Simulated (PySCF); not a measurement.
**Do core-level shifts follow atomic charges?**

Compound: C6H5NO2.
Numbering: `[O:1]=[C:2]([OH:3])[c:4]1[cH:5][cH:6][n:7][cH:8][cH:9]1`

Binding energies: delta-SCF UKS SCAN, pcX-2 on the ionised atom, pcseg-1 elsewhere, spin-free X2C (PySCF). Charges: PBE0/pcSseg-1 ground-state density, for the ionised atom.

```csv
atom,environment,C 1s (eV),Mulliken (e),IAO (e),Hirshfeld (e),ESP (e)
C5,aromatic CH carbon,290.92,-0.069,-0.163,-0.046,-0.728
C4,substituted aromatic carbon,291.46,-0.314,-0.041,-0.009,+0.568
C6,aromatic CH next to a ring nitrogen,291.55,+0.164,-0.008,+0.021,+0.583
C2,carboxylic acid carbon,295.05,+0.596,+0.525,+0.210,+0.524
```

Q: How well does each charge scheme correlate with the binding energies over these sites?

A: IAO: r = 1.00, slope 6.2 eV per e; Hirshfeld: r = 0.99, slope 16.5 eV per e; Mulliken: r = 0.86, slope 4.2 eV per e; ESP: r = 0.44, slope 1.3 eV per e. On 4 points no scheme stands out.

Q: The point-charge model writes a binding energy as kq + V + constant, with V the potential of the other atoms' charges at the site. What does it give with the Hirshfeld charges?

A: V = Σ 14.40 eV Å × q/r over all other atoms: +0.69 eV at C5, +0.15 eV at C4, -0.70 eV at C6, -3.34 eV at C2. Fitting binding energy − V to q gives k = 32.1 eV per e and leaves an rms residual of 0.04 eV, against 0.18 eV for the fit on q alone. The model has no term for differences in relaxation between sites.

The structure is a single PBE0-D3(BJ)/def2-SVP conformer in the gas phase; no vibrational or solvent corrections.

Shape of the structure used: `[O:1]=[C:2]([OH:3])[c:4]1[cH:5][cH:6][n:7][cH:8][cH:9]1`: O1–C2–C4–C5 177°, H–O3–C2–O1 0°.
